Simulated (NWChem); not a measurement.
System: C3H7NSi; SMILES CC#C[SiH2]N

Input file for NWChem:

```
start job
memory heap 200 mb stack 900 mb global 1100 mb
geometry units angstroms noautosym nocenter noautoz
  C      3.125386    -0.045574    -0.239845
  C      1.684398    -0.062836    -0.013195
  C      0.482391    -0.068476     0.179160
  Si    -1.314331    -0.115600     0.486023
  N     -2.168765     0.395189    -0.934983
  H      3.414540     0.787234    -0.892406
  H      3.669992     0.066753     0.705601
  H      3.465524    -0.975556    -0.711624
  H     -1.628856    -1.491964     0.976536
  H     -1.699870     0.839559     1.558519
  H     -2.055971    -0.114674    -1.803289
  H     -3.122251     0.722023    -0.832116
end
basis spherical
  * library def2-svp
end
dft
  xc b3lyp
  iterations 150
end
cosmo
  do_cosmo_smd true
  solvent anisole
end
task dft energy
```

Excerpt of the output:

```
             Northwest Computational Chemistry Package (NWChem) 7.3.0
             --------------------------------------------------------

                             Geometry "geometry" -> ""
                             -------------------------

 Output coordinates in angstroms (scale by  1.889725989 to convert to a.u.)

  No.       Tag          Charge          X              Y              Z
 ---- ---------------- ---------- -------------- -------------- --------------
    1 C                    6.0000     3.12538600    -0.04557400    -0.23984500
    2 C                    6.0000     1.68439800    -0.06283600    -0.01319500
    3 C                    6.0000     0.48239100    -0.06847600     0.17916000
    4 Si                  14.0000    -1.31433100    -0.11560000     0.48602300
    5 N                    7.0000    -2.16876500     0.39518900    -0.93498300
    6 H                    1.0000     3.41454000     0.78723400    -0.89240600
    7 H                    1.0000     3.66999200     0.06675300     0.70560100
    8 H                    1.0000     3.46552400    -0.97555600    -0.71162400
    9 H                    1.0000    -1.62885600    -1.49196400     0.97653600
   10 H                    1.0000    -1.69987000     0.83955900     1.55851900
   11 H                    1.0000    -2.05597100    -0.11467400    -1.80328900
   12 H                    1.0000    -3.12225100     0.72202300    -0.83211600

 Effective nuclear repulsion energy (a.u.)     193.3881797425

                                 NWChem DFT Module
                                 -----------------

 Summary of "ao basis" -> "ao basis" (spherical)
 ------------------------------------------------------------------------------
       Tag                 Description            Shells   Functions and Types
 ---------------- ------------------------------  ------  ---------------------
 C                          def2-svp                 6       14   3s2p1d
 Si                         def2-svp                 8       18   4s3p1d
 N                          def2-svp                 6       14   3s2p1d
 H                          def2-svp                 3        5   2s1p

 in cosmo_initialize ...
 calling solv_data for solv:anisole

 solvent parameters
 solvname_short: anisole
 solvname_long:  anisole
 dielec:        4.2247
 dielecinf:     2.3025
 nonaqueous SMD model solvent descriptors
 dielec:        4.2247
 sola:          0.0000
 solb:          0.2900
 solc:          0.7500
 solg:         50.5200
 solh:          0.0000
 soln:          1.5174

          ---------------
          -cosmo- solvent
          ---------------
 Cosmo: York-Karplus, doi: 10.1021/jp992097l
 dielectric constant -eps-     =   4.22
 screen = (eps-1)/(eps    )    =   0.76330
 surface charge correction     = lagrangian

   van der Waals surface
 --------------------------

 ---------- ATOMIC COORDINATES (A.U.) ------------ VDWR(ANG.) --
     1    5.90612315   -0.08612237   -0.45324133     1.850
     2    3.18305068   -0.11874282   -0.02493493     1.850
     3    0.91158681   -0.12940088    0.33856331     1.850
     4   -2.48372545   -0.21845232    0.91845029     2.470
     5   -4.09837158    0.74679892   -1.76686167     1.890
     6    6.45254498    1.48765655   -1.68640281     1.200
     7    6.93527926    0.12614488    1.33339255     1.200
     8    6.54889077   -1.84353353   -1.34477437     1.200
     9   -3.07809151   -2.81940314    1.84538546     1.200
    10   -3.21228852    1.58653646    2.94517386     1.200
    11   -3.88522183   -0.21670244   -3.40772209     1.200
    12   -5.90019886    1.36442563   -1.57247123     1.200
 number of segments per atom =        128
 number of   points per atom =        128
 atom (   nspa,  nppa )
 ----------------------
    1 (     60,     0 )       0
    2 (     59,     0 )       0
    3 (     44,     0 )       0
    4 (     83,     0 )       0
    5 (     57,     0 )       0
    6 (     56,     0 )       0
    7 (     57,     0 )       0
    8 (     55,     0 )       0
    9 (     32,     0 )       0
   10 (     34,     0 )       0
   11 (     44,     0 )       0
   12 (     44,     0 )       0
 number of -cosmo- surface points =      625
 molecular surface =    140.825 angstrom**2
 molecular volume  =    114.008 angstrom**3
 -lineq- algorithm             =   0
 -bem- low  level              =   3
 -bem- from -octahedral-
 gaussian surface charge width =   4.50000
 degree of switching           =   1.00000
 switching function tolerance  =   0.00010
 atomic radii =
 --------------
    1  6.000  1.850
    2  6.000  1.850
    3  6.000  1.850
    4 14.000  2.470
    5  7.000  1.890
    6  1.000  1.200
    7  1.000  1.200
    8  1.000  1.200
    9  1.000  1.200
   10  1.000  1.200
   11  1.000  1.200
   12  1.000  1.200
 ...... end of -cosmo- initialization ......

 nat:                    12
 ixmem:                  7844
 calling mnsol_interface()
 G(SMD-CDS) energy (kcal/mol)  =     0.993
 SMD-CDS SASA (angstrom**2)    =   166.965

            General Information
            -------------------
          SCF calculation type: DFT
          Wavefunction type:  closed shell.
          No. of atoms     :    12
          No. of electrons :    46
           Alpha electrons :    23
            Beta electrons :    23
          Charge           :     0
          Spin multiplicity:     1
          Use of symmetry is: off; symmetry adaption is: off
          Maximum number of iterations: 150
          AO basis - number of functions:   109
                     number of shells:    53
          Convergence on energy requested:  1.00D-06
          Convergence on density requested:  1.00D-05
          Convergence on gradient requested:  5.00D-04

              XC Information
              --------------
                         B3LYP Method XC Potential
                     Hartree-Fock (Exact) Exchange  0.200
                        Slater Exchange Functional  0.800 local
                    Becke 1988 Exchange Functional  0.720 non-local
              Lee-Yang-Parr Correlation Functional  0.810
                  VWN I RPA Correlation Functional  0.190 local

             Grid Information
             ----------------
          Grid used for XC integration:  medium
          Radial quadrature: Mura-Knowles
          Angular quadrature: Lebedev.
          Tag              B.-S. Rad. Rad. Pts. Rad. Cut. Ang. Pts.
          ---              ---------- --------- --------- ---------
          C                   0.70       49          14.0       434
          Si                  1.10       88          12.0       590
          N                   0.65       49          14.0       434
          H                   0.35       45          15.0       434
          Grid pruning is: on
          Number of quadrature shells:   599
          Spatial weights used:  Erf1

      Superposition of Atomic Density Guess
      -------------------------------------

 Sum of atomic energies:        -459.35211057

      Non-variational initial energy
      ------------------------------

 Total energy =    -462.048518
 1-e energy   =   -1012.198237
 2-e energy   =     356.761539
 HOMO         =      -0.320403
 LUMO         =       0.007967

   convergence    iter        energy       DeltaE   RMS-Dens  Diis-err
 ---------------- ----- ----------------- --------- --------- ---------
     COSMO gas phase
 d= 0,ls=0.0,diis     1   -462.4870747573 -6.56D+02  1.09D-02  5.10D-01
 d= 0,ls=0.0,diis     2   -462.4905132244 -3.44D-03  5.93D-03  4.96D-01
 d= 0,ls=0.0,diis     3   -462.5320886088 -4.16D-02  2.89D-03  1.50D-01
 d= 0,ls=0.0,diis     4   -462.5473657028 -1.53D-02  1.01D-03  3.19D-02
 d= 0,ls=0.0,diis     5   -462.5513615712 -4.00D-03  1.96D-04  4.19D-04
  Resetting Diis
 d= 0,ls=0.0,diis     6   -462.5514064357 -4.49D-05  5.35D-05  5.41D-05
 d= 0,ls=0.0,diis     7   -462.5514134328 -7.00D-06  1.89D-05  1.46D-06
 d= 0,ls=0.0,diis     8   -462.5514133955  3.73D-08  9.32D-06  1.79D-06

   convergence    iter        energy       DeltaE   RMS-Dens  Diis-err
 ---------------- ----- ----------------- --------- --------- ---------
     COSMO solvation phase
 d= 0,ls=0.0,diis     1   -462.5565889357 -5.18D-03  1.34D-03  2.41D-03
 d= 0,ls=0.0,diis     2   -462.5571393195 -5.50D-04  4.19D-04  1.76D-03
 d= 0,ls=0.0,diis     3   -462.5572658596 -1.27D-04  1.96D-04  9.58D-04
 d= 0,ls=0.0,diis     4   -462.5573824488 -1.17D-04  5.68D-05  5.74D-05
 d= 0,ls=0.0,diis     5   -462.5573899888 -7.54D-06  1.23D-05  1.90D-06
 d= 0,ls=0.0,diis     6   -462.5573902325 -2.44D-07  3.67D-06  2.45D-07

         Total DFT energy =     -462.557390232512
      One electron energy =    -1017.810641323126
           Coulomb energy =      408.208474698435
    Exchange-Corr. energy =      -46.700763440334
 Nuclear repulsion energy =      193.388179742515

             COSMO energy =        0.357360089997

 Numeric. integr. density =       46.000011889972

                                COSMO-SMD solvation results
                                ---------------------------

             internal energy in gas <Psi(g)|H|Psi(g)> =      -462.551413395537
         internal energy in solvent <Psi(s)|H|Psi(s)> =      -462.550476468125
                               delta internal energy  =         0.000936927412 (    0.59 kcal/mol)
   total free energy in solvent <Psi(s)|H+V/2|Psi(s)> =      -462.558971974804
 polarization energy contribution <Psi(s)|V/2|Psi(s)> =        -0.008495506679 (   -5.33 kcal/mol)
    total free energy in solvent including G(SMD-CDS) =      -462.557390232512
                       G(SMD-CDS) energy contribution =         0.001581742292 (    0.99 kcal/mol)
     1 M fixed-concentration free energy of solvation =        -0.005976836975 (   -3.75 kcal/mol)

                       DFT Final Molecular Orbital Analysis
                       ------------------------------------

 Vector   21  Occ=2.000000D+00  E=-2.785216D-01
              MO Center=  1.0D+00, -3.3D-02,  9.3D-02, r^2= 2.6D+00
   Bfn.  Coefficient  Atom+Function         Bfn.  Coefficient  Atom+Function
  ----- ------------  ---------------      ----- ------------  ---------------
    34      0.403379   3 C  pz               20      0.371073   2 C  pz
    37      0.259025   3 C  pz               23      0.221294   2 C  pz
    80     -0.149472   7 H  s                 6     -0.126360   1 C  pz
    75      0.093986   6 H  s                81     -0.088082   7 H  s
    65      0.077626   5 N  py               66     -0.074252   5 N  pz

 Vector   22  Occ=2.000000D+00  E=-2.738380D-01
              MO Center=  9.4D-01, -7.2D-02,  7.5D-02, r^2= 2.9D+00
   Bfn.  Coefficient  Atom+Function         Bfn.  Coefficient  Atom+Function
  ----- ------------  ---------------      ----- ------------  ---------------
    33      0.394699   3 C  py               19      0.380832   2 C  py
    36      0.253735   3 C  py               22      0.228855   2 C  py
    85      0.136892   8 H  s                 5     -0.124333   1 C  py
    75     -0.118468   6 H  s                90      0.103149   9 H  s
    95     -0.103279  10 H  s                96     -0.090255  10 H  s

 Vector   23  Occ=2.000000D+00  E=-2.544118D-01
              MO Center= -1.9D+00,  2.1D-01, -6.0D-01, r^2= 2.2D+00
   Bfn.  Coefficient  Atom+Function         Bfn.  Coefficient  Atom+Function
  ----- ------------  ---------------      ----- ------------  ---------------
    65      0.451231   5 N  py               68     -0.374343   5 N  py
    64      0.237403   5 N  px               91     -0.234255   9 H  s
    67     -0.193506   5 N  px               90     -0.192275   9 H  s
    63     -0.128318   5 N  s                66     -0.119569   5 N  pz
    69      0.113030   5 N  pz               96      0.111082  10 H  s

 Vector   24  Occ=0.000000D+00  E=-2.284242D-03
              MO Center=  1.5D-01, -8.6D-02,  1.5D-01, r^2= 5.3D+00
   Bfn.  Coefficient  Atom+Function         Bfn.  Coefficient  Atom+Function
  ----- ------------  ---------------      ----- ------------  ---------------
    63      0.636311   5 N  s                55      0.584229   4 Si pz
    23     -0.429356   2 C  pz               96     -0.390858  10 H  s
    20     -0.370819   2 C  pz               37      0.309638   3 C  pz
    81      0.301915   7 H  s                53      0.260299   4 Si px
   106     -0.250665  12 H  s                34      0.223907   3 C  pz

 Vector   25  Occ=0.000000D+00  E= 1.414422D-02
              MO Center=  7.1D-01, -8.0D-02,  1.2D-01, r^2= 4.3D+00
   Bfn.  Coefficient  Atom+Function         Bfn.  Coefficient  Atom+Function
  ----- ------------  ---------------      ----- ------------  ---------------
    22      0.524434   2 C  py               54     -0.522039   4 Si py
    91     -0.446630   9 H  s                36     -0.441781   3 C  py
    19      0.407887   2 C  py               96      0.376493  10 H  s
    86      0.337516   8 H  s                76     -0.330724   6 H  s
    33     -0.301046   3 C  py               63      0.238097   5 N  s

 Vector   26  Occ=0.000000D+00  E= 7.040907D-02
              MO Center=  2.4D+00, -4.4D-02, -1.1D-01, r^2= 9.0D+00
   Bfn.  Coefficient  Atom+Function         Bfn.  Coefficient  Atom+Function
  ----- ------------  ---------------      ----- ------------  ---------------
     3      2.832019   1 C  s                76     -1.102211   6 H  s
    86     -1.043547   8 H  s                81     -1.023173   7 H  s
    53     -0.789007   4 Si px               21     -0.599130   2 C  px
    35     -0.523161   3 C  px               17     -0.424572   2 C  s
    46     -0.392850   4 Si s                55      0.297890   4 Si pz

     Multipole analysis of the density
     ---------------------------------

     L   x y z        total         alpha         beta         nuclear
     -   - - -        -----         -----         ----         -------
     0   0 0 0      0.000000    -23.000000    -23.000000     46.000000

     1   1 0 0      0.262139     -0.071291     -0.071291      0.404721
     1   0 1 0     -0.136455      0.007378      0.007378     -0.151212
     1   0 0 1     -0.542637      0.846093      0.846093     -2.234824

     2   2 0 0    -17.618688   -349.476214   -349.476214    681.333739
     2   1 1 0     -0.335482     12.373038     12.373038    -25.081558
     2   1 0 1      1.415314      0.206569      0.206569      1.002177
     2   0 2 0    -30.439027    -26.621528    -26.621528     22.804029
     2   0 1 1      1.069147      7.462084      7.462084    -13.855020
     2   0 0 2    -27.936476    -48.058939    -48.058939     68.181402
```

Level: B3LYP/def2-SVP, SMD on the gas-phase geometry. Coordinates come from a B3LYP/6-31G* (spherical d) optimisation. Solvent: anisole.
